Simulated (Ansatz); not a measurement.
A run for Ansatz (a program for electronic structure): R-r2SCAN/def2-TZVPP on CH6AlN (SMILES C[NH][AlH2]), a point of a torsion scan.

Ansatz 0.2 input:
```yaml
crystal:
  periodic: [false, false, false]
  atoms:
    - {symbol: C, position_ang: [-1.24546402, 0.28647767, 0.22972490]}
    - {symbol: N, position_ang: [-0.08560211, -0.57019163, -0.03106117]}
    - {symbol: Al, position_ang: [1.62278040, -0.17746278, -0.36459225]}
    - {symbol: H, position_ang: [-2.02514798, 0.14318754, -0.52387872]}
    - {symbol: H, position_ang: [-0.92674117, 1.32772502, 0.20024291]}
    - {symbol: H, position_ang: [-1.67686305, 0.08578657, 1.21451374]}
    - {symbol: H, position_ang: [-0.39751192, -1.53890715, 0.00248488]}
    - {symbol: H, position_ang: [2.12806287, 0.03812948, -1.80541452]}
    - {symbol: H, position_ang: [2.64140106, 0.00626444, 0.77852773]}
basis:
  gaussian:
    orbitals: def2-TZVPP
hamiltonian:
  xc: {name: r2SCAN}
scf: {lower_state_search: off}
```

The log:

```
WARN ansatz: RAYON_NUM_THREADS=1 ignored (pool sized by the plan → 1); use --threads N
Functional definition: r2SCAN
these checks for a lower state are left out or cut short: stability, starts, cluster_reference, orbital_swaps, neighbouring_geometries, increment
integrals: 0.08 GiB planned
958 factors; their error is unknown
mean field: 0.69 GiB planned
mean field evaluation 1: about -9210.0898 eV, gradient 7.0e1 eV
mean field evaluation 2: about -9157.0376 eV, gradient 1.3e2 eV
mean field evaluation 4: about -9220.0475 eV, gradient 1.2e1 eV
mean field evaluation 8: about -9220.3857 eV, gradient 2.0e-1 eV
mean field evaluation 16: about -9220.3686 eV, gradient 7.0e-5 eV
mean field -9220.36861907 eV, -338.8422969606 hartree, gradient 4.2e-6 eV, S^2 0.000000; 0 other end points of the search recorded, 0 dependent functions left out
reference -9220.36863345 eV, -338.8422974891 hartree; 16, 16 occupied and 172, 172 virtual orbitals, 958 factors
Total energy: -9220.36863345 eV, -338.8422974891 hartree
Checks for a lower state left out: stability, starts, cluster_reference, orbital_swaps, neighbouring_geometries, increment
```

The calculation finished and met its thresholds.

Cost: very roughly 2.9 core-seconds.
